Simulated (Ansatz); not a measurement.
A structure relaxed at r2SCAN-D4/def2-TZVPD in Ansatz, charge -1, doublet:

Cartesian coordinates in Å:
```
Cr 0.405 0.584 -1.345
Cr -0.243 0.912 1.206
Cr -0.162 -1.496 0.139
```

Problem. Give its formula.

Solution. Cr₃⁻.

Problem. Summarise the bond lengths by kind (pairs closer than 1.2 times the sum of covalent radii, bridged metal pairs left out).

Solution. 3 × Cr–Cr 2.62 to 2.65 Å.

The charge -1 doublet is spin-contaminated (final ⟨S²⟩ up to 7.81, 0.75 for a pure state). The highest occupied level of the charge -1 doublet lies above zero (up to 0.51 eV). Its loss leaves the charge 0 singlet, which lies 9.84 eV higher (vertical, at r2SCAN-D4/def2-TZVPD), but this difference is unsure: the singlet is doubtful (geometry relaxed on an unsound state). The relaxation made no stability test and no search for a lower SCF solution. At r2SCAN-D4/def2-TZVPD a sextet of charge -1 lies 2.29 eV below the doublet, each at its own geometry. That sextet is doubtful there (⟨S²⟩ 14.23, where a pure state has 8.75). The structure comes from a short search, and lower isomers may exist.
